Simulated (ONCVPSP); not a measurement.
What the settings do to the ONCV potential of Pb

Base potential:

```
Element                 : Pb
Generator               : ONCVPSP 4.0.1
Type                    : optimised norm-conserving Vanderbilt (ONCV)
Functional              : PBE
Relativity              : fully relativistic
Frozen core             : [Kr] 4d10 4f14
Valence charge          : 22
Reference configuration : 5s2 5p6 5d10 6s2 6p2
Partial waves           : 5s+6s: rc 1.50 bohr, ncon 4, nbas 7, qcut 9.8 1/bohr, 2 projectors; 5p+6p: rc 1.70 bohr, ncon 3, nbas 7, qcut 7.8 1/bohr, 3 projectors, debl 3.5 Ha; 5d: rc 1.95 bohr, ncon 3, nbas 8, qcut 7.4 1/bohr, 2 projectors, debl 2.9 Ha
Local potential         : polynomial inside 1.30 bohr (lpopt 5, dvloc0 0 Ha)
Core correction         : none
```

Open shells are filled in proportion to 2j + 1.

Cutoffs, loose and tight: the cutoffs (Ha) at which the residual kinetic energy of the hardest occupied pseudo-wave falls to 1 and 0.1 mHa per electron. They do not see the model core or the augmentation charge, which bear on the density cutoff. Test errors are all-electron minus pseudo excitation energies from the reference, over the configurations 5s2 5p6 5d10 6s2 6p1; 5s2 5p6 5d10 6s2 6p0; 5s2 5p6 5d10 6s1 6p0; 5s2 5p6 5d10 6s1 6p2. A dash means not determined; rows that change the core or the reference have their own tests.

```tsv
change	outcome	cutoff, loose	cutoff, tight	bound ghosts	GHOST(+) flags above zero	largest test error (meV)
base	generated	31 Ha	37 Ha	none	s	-4.8
all radii scaled by about 0.86 (s 1.30, p 1.46, d 1.68 bohr); local potential polynomial inside 1.12 bohr (lpopt 5, dvloc0 0 Ha)	generated	37 Ha	42 Ha	none	s, d3/2	-0.6
d: nbas 7	generated	31 Ha	37 Ha	none	s	-4.7
s: qcut 9.3; p: qcut 7.4; d: qcut 7	generated	30 Ha	35 Ha	none	s	-6.2
local potential polynomial inside 1.35 bohr (lpopt 5, dvloc0 1 Ha)	generated	31 Ha	37 Ha	none	p3/2, d3/2	-4.8
d: rc 2.2	generated	31 Ha	37 Ha	none	s	-10
core correction Teter function fitted to the true core (icmod 2), fcfact 0.65	generated	31 Ha	37 Ha	none	s	-6.3
reference 5s2 5p6 5d10 6s2 6p1.5; d: rc 1.5, qcut 9.6	generated	31 Ha	38 Ha	none	s	-116
```

Task: What comes out with this change to the base: s: rc 2.14?

Result: outcome: generated; cutoff, loose: 21 Ha; cutoff, tight: 25 Ha; bound ghosts: none; GHOST(+) flags above zero: none; largest test error (meV): -8.0.
